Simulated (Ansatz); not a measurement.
Sr2S2. Total charge 0; singlet. Geometry B3LYP-D4/def2-TZVP.

```xyz
4

Sr    1.2964   -0.7325    1.0392
Sr   -1.2956    0.7304   -1.0416
S    -1.2986   -1.3107    0.6961
S     1.2978    1.3128   -0.6937
```

In the def2 sets Sr takes a core potential, while STO-3G treats all electrons; there is no spin–orbit coupling. The structure comes from a short search, and lower isomers may exist.

(1) Estimate the orbital energies around the gap (eV) in Ansatz with HF/STO-3G, PBE-D4/def2-TZVPD, revPBE-D4/def2-TZVP, r2SCAN-D4/def2-TZVP, B97M-V/def2-TZVP.

Results:

(1) 
| orbital | HF/STO-3G | PBE-D4/def2-TZVPD | revPBE-D4/def2-TZVP | r2SCAN-D4/def2-TZVP | B97M-V/def2-TZVP |
| --- | --- | --- | --- | --- | --- |
| HOMO−9 | -26.24 | -21.22 | -21.19 | -21.96 | -22.28 |
| HOMO−8 | -26.18 | -21.20 | -21.17 | -21.92 | -22.24 |
| HOMO−7 | -16.47 | -13.58 | -13.49 | -14.07 | -14.44 |
| HOMO−6 | -16.21 | -13.49 | -13.41 | -13.99 | -14.36 |
| HOMO−5 | -3.62 | -4.86 | -4.76 | -4.91 | -4.95 |
| HOMO−4 | -3.43 | -4.71 | -4.61 | -4.74 | -4.76 |
| HOMO−3 | -2.46 | -4.34 | -4.25 | -4.44 | -4.45 |
| HOMO−2 | -1.87 | -4.33 | -4.25 | -4.42 | -4.44 |
| HOMO−1 | -1.78 | -4.21 | -4.11 | -4.26 | -4.29 |
| HOMO | -1.17 | -4.15 | -4.05 | -4.23 | -4.24 |
| LUMO | 5.66 | -2.04 | -1.97 | -1.53 | -2.00 |
| LUMO+1 | 7.06 | -1.75 | -1.72 | -1.23 | -1.70 |
| LUMO+2 | 10.72 | -0.69 | -0.65 | -0.27 | -0.62 |
| LUMO+3 | 10.85 | -0.66 | -0.62 | -0.19 | -0.59 |
| LUMO+4 | 13.34 | -0.46 | -0.46 | 0.02 | -0.41 |
| LUMO+5 | 15.21 | -0.43 | -0.36 | 0.03 | -0.37 |
